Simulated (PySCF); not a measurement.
A PySCF script (with the pyscf-properties extension) for the NMR shieldings of `[F][K]`, FK, on a GFN2-xTB geometry:

```python
import basis_set_exchange as bse
import numpy as np
from pyscf import gto, dft
from pyscf.prop import nmr

atoms = """
F     1.012542   -0.002607   -0.003184
K    -1.009786    0.003875   -0.010965
"""
names = dict.fromkeys(["F", "K"], "pcSseg-1")
basis = {el: gto.basis.parse(bse.get_basis(n, elements=[el], fmt="nwchem")) for el, n in names.items()}
mol = gto.M(atom=atoms, basis=basis, charge=0, verbose=0)
mf = dft.RKS(mol, xc="PBE0")
mf.grids.level = 2
mf.grids.alignment = dft.numint.BLKSIZE   # the property module wants whole blocks of grid points
mf.conv_tol = 1e-9
mf.kernel()

calc = nmr.RKS(mf)   # GIAO
C = mf.mo_coeff
Co = C[:, mf.mo_occ > 0]
resp = mf.gen_response(singlet=True, hermi=2)
def vind(x):   # induced exchange potential for any number of trial vectors
    d = np.einsum("pi,xij,qj->xpq", C, 2 * x.reshape(-1, C.shape[1], Co.shape[1]), Co, optimize=True)
    return np.einsum("xpq,pi,qj->xij", resp(d - d.transpose(0, 2, 1)), C, Co, optimize=True).ravel()
mo1, _ = nmr.rhf.solve_mo1(calc, with_cphf=vind)
sigma = calc.kernel(mo1)
for i, s in enumerate(sigma):   # ppm
    print("%2d %-2s %9.2f" % (i, mol.atom_pure_symbol(i), np.trace(s) / 3))
```

Problem. What does it print?

Solution. 
```
 0 F     137.25
 1 K    1272.83
```

These numbers come from an equivalent density-fitted implementation of the same equations, which agrees with the script to about 0.01 ppm for H and up to a few tenths of a ppm for heavy atoms, so last digits may differ.

Size and cost of the density-fitted run: 55 basis functions, 1.6 s wall time on 1 thread of an x86-64 server CPU, shared host.
